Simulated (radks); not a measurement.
Question: Ce I, configuration [Xe] 5d2 6s2 (not the ground configuration). Calculated with a radial shooting solver on a logarithmic mesh with Libxc functionals: scalar-relativistic Kohn-Sham, PBE, spin-polarised, spherical densities, finite nucleus; open shells are filled with parallel spins first (spin-orbit coupling, left out, can overturn this in heavy ions); Fermi nuclear charge, rms radius 4.8771 fm. Some entries of the table are withheld. Estimate them.

orbital,occ.,eigenvalue (hartree),<1/r> (bohr^-1)
1s down,1,-1480.028,63.34
1s up,1,-1480.028,63.34
2s up,1,-237.2291,14.60
2s down,1,-237.2266,14.60
2p up,3,-212.4996,13.83
2p down,3,-212.4977,13.83
3s up,1,-51.35958,5.299
3s down,1,-51.35842,5.299
3p up,3,-43.49396,5.018
3p down,3,-43.49266,5.018
3d up,5,-32.31547,4.759
3d down,5,-32.31342,4.759
4s up,1,-10.62938,2.218
4s down,1,-10.62571,2.217
4p up,3,-8.05212,2.049
4p down,3,-8.04884,2.048
4d up,5,-4.33846,1.793
4d down,5,-4.33514,1.793
5s up,1,-1.62107,(1)
5s down,1,-1.59612,(2)
5p up,3,-0.96019,0.7648
5p down,3,-0.92731,0.7713
5d up,2,-0.16541,(3)
6s up,1,(4),0.3081
6s down,1,(5),0.2939
5d down,0,-0.12757,(6)

Answer: 
(1) 5s up <1/r> (bohr^-1): 0.8900
(2) 5s down <1/r> (bohr^-1): 0.8963
(3) 5d up <1/r> (bohr^-1): 0.4975
(4) 6s up eigenvalue (hartree): -0.15522
(5) 6s down eigenvalue (hartree): -0.13393
(6) 5d down <1/r> (bohr^-1): 0.4871
